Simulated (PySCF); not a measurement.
Compound: C₆H₁₂NOP.
SMILES with atom numbers: `[CH3:1][CH2:2][N:3]([CH3:4])[P:5]1[CH:6]=[C:7]1[O:8][CH3:9]`

Cartesian coordinates in Å at the GFN2-xTB level; atoms count from 1:
```
atom  x, y, z in Å
C1    -2.4826    1.2482    1.1173
C2    -1.3099    1.2215    0.1380
N3    -0.6244   -0.0524    0.0359
C4    -1.4064   -1.1263   -0.5340
P5     0.5147   -0.3589    1.3153
C6     1.1673   -2.0047    0.9007
C7     1.9277   -1.0607    0.3754
O8     2.9869   -0.8534   -0.3876
C9     3.2991    0.5084   -0.6261
H10   -2.1435    0.9123    2.0961
H11   -2.8686    2.2605    1.2051
H12   -3.2884    0.5993    0.7837
H13   -1.6565    1.5011   -0.8637
H14   -0.5644    1.9566    0.4588
H15   -2.2837   -1.3922    0.0647
H16   -1.7417   -0.8314   -1.5312
H17   -0.7706   -2.0067   -0.6276
H18    1.0710   -3.0585    1.0420
H19    4.2128    0.5171   -1.2172
H20    3.4611    1.0410    0.3154
H21    2.4913    0.9961   -1.1795
```

Probes without a nucleus sit at each ring's centroid and 1 Å off its mean plane on both sides; NICS is minus the shielding there, NICSzz its component along the normal. Level: GIAO PBE0/pcSseg-1 (PySCF, non-relativistic, gas phase) on the GFN2-xTB geometry, one conformer.

Ring bond lengths (Å), with Mayer bond orders in brackets: P5–C6 1.818 (0.97), C6–C7 1.321 (1.59), C7–P5 1.836 (0.90).

**Question.** Give the NICS values of each ring in ppm.

**Answer.** 
| ring | type | NICS(0) | NICS(1), two faces | NICS(1)zz, two faces | rms pucker (Å) | centre to ring atoms, mean (Å) |
| --- | --- | --- | --- | --- | --- | --- |
| P5–C6–C7 | 3-membered ring with P; formal bonds 1 double, 2 single | -26.6 | -10.8 / -6.6 | -20.9 / -11.1 | 0.00 | 0.96 |

**Question.** What can be read from them?

**Answer.** 
- P5–C6–C7: mean NICS(1)zz -16.0 ppm, shielded. N3, outside the ring, lies 1.68 Å from a NICS(1) probe. The two faces differ by 9.8 ppm, so no symmetry operation interchanges them. NICS(0) lies 18 ppm below the mean NICS(1).

**Question.** And the bond-length index? HOMA = 1 − mean of α(R − Ropt)² over the ring bonds, with Krygowski's 1993 parameters (CC: Ropt 1.388 Å, α 257.7 Å⁻²; CP: Ropt 1.698 Å, α 118.91 Å⁻²).

**Answer.** 
- P5–C6–C7: HOMA -0.72; the largest term is that of C7–P5, α(R − Ropt)² = 2.28.

**Question.** At the second NICS(1) probe listed for ring P5–C6–C7, 1 Å off the ring, what do the in-plane components average?

**Answer.** The isotropic value is a third of the trace: (3 × -6.6 − (-11.1))/2 = -4.3 ppm.

**Question.** Give the inner angles of the rings and the Hirshfeld charges of the ring atoms.

**Answer.** 
- P5–C6–C7: P5 42.4° (+0.143 e), C6 69.5° (-0.137 e), C7 68.1° (+0.023 e); sum 180.0° against 180° for a flat convex ring.
